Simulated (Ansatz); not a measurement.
Program: Ansatz. Geometries: PBE0-D4/def2-TZVP. ΔE: electronic, gas phase. CCSD(T)/CBS adds triple-zeta CCSD(T) − MP2 to the extrapolated MP2 energy (def2 sets, frozen cores). This one scheme is used for every species, atoms too. DFT in def2-TZVPP. HSE06 is defined as in plane-wave codes. No spin–orbit coupling; open shells (•) take unrestricted orbitals. Spin–orbit coupling would lower the free atoms: a little for Cl. For Ge outer-core shells are correlated without core-valence functions, so the limit isn't a true one: a few kJ/mol of doubt a bond, and 10 to 20 or more in all where bonds break to atoms. Scalar relativity is left out up to krypton.

`[F][GeH2][Cl]` → Cl• + `[F][GeH2]`•  (homolysis of the Cl–Ge bond)

Q: What is ΔE at CCSD(T)/CBS? (An estimate is asked.)

A: Ansatz gave: +4.51 eV.

Q: What do these levels give: PBE-D4, revPBE-D4, BLYP-D4, r2SCAN-D4, B97M-V, HSE06-D4, ωB97X-V, PBE, HSE06, RPA@PBE/def2-TZVPP, MP2/def2-TZVPP, CCSD/CBS(def2)? (Estimate.)

A: Ansatz gave: PBE-D4 4.38, revPBE-D4 4.23, BLYP-D4 4.15, r2SCAN-D4 4.37, B97M-V 4.51, HSE06-D4 4.38, ωB97X-V 4.46, PBE 4.33, HSE06 4.34, RPA@PBE/def2-TZVPP 3.98, MP2/def2-TZVPP 4.56, CCSD/CBS(def2) 4.41 eV.

Q: What do rigid-rotor, harmonic-oscillator terms from PBE0-D4/def2-TZVP frequencies (298.15 K, 1 bar) make of the CCSD(T)/CBS value? (Estimate.)

A: Ansatz gave: ΔZPE = -0.10 eV, ΔH = +4.45 eV, ΔS = 137 J/(mol·K), ΔG = +4.02 eV. Open shells count their whole term as degenerate.

Largest T1 diagnostic among the species: 0.014.

From BLYP to BHLYP (50 % exact exchange), in def2-TZVPP and without D4, ΔE moves by +0.08 eV. In def2-TZVPP, CCSD(T) changes the Hartree–Fock value by +1.04 eV (the triples alone add +0.10 eV) and MP2 by +1.25 eV; breaking electron pairs costs correlation energy, which Hartree–Fock lacks.
